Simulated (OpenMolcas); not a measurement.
Kr³⁺: Slater's ratio, worked from levels

```yaml
Program: OpenMolcas
Basis: ANO-R2 [6s5p4d3f1g]
Scalar_Hamiltonian: X2C, finite nucleus
Active_space: 5 electrons in 9 orbitals (RAS2 4s 4p; RAS3 4d, at most 2 electrons)
State_averaging: 2S+1 = 4 odd, 1 root; 2S+1 = 2 odd, 11 roots; 2S+1 = 4 even, 3 roots; 2S+1 = 2 even, 9 roots
Spin-orbit_coupling: state interaction with AMFI integrals over the reference wave functions, term energies averaged over their components
```

Methods: RASSCF; MS-RASPT2, IPEA 0.25 Eh, imaginary shift 0.1 Eh (closed shells correlated: 3d). Measured levels: Saloman, J. Phys. Chem. Ref. Data 36, 215 (2007).

**Slater's ratio.** With one set of orbitals, p3 has 2D* - 4S* = 9 F2 and 2P* - 2D* = 6 F2 (F2 = F²/25), a ratio of 2/3. Term energies are centres of gravity, weighted by 2J + 1.

| Source | 2D* - 4S* | 2P* - 4S* | F2 from the first | Ratio |
| --- | --- | --- | --- | --- |
| RASSCF | 22207 | 36564 | 2467 | 0.647 |
| MS-RASPT2 | 18527 | 33136 | 2059 | 0.789 |
| measured | 18035 | 32623 | 2004 | 0.809 |

Energies in cm-1. A ratio away from 2/3 shows effects beyond one configuration with one set of orbitals, and in heavier atoms second-order spin-orbit shifts.

The run also gave levels led by 4s2 4p2 4d, which use shells meant for correlation; these and all levels above them are left out. Measured partners are found by configuration, term and J. A level has none where our copy of the source lacks it or the pairing is in doubt (some pairs that miss far off the trend of their configuration count as doubtful), and it then counts in no deviation. Only configurations of the active space appear.

* marks odd parity.
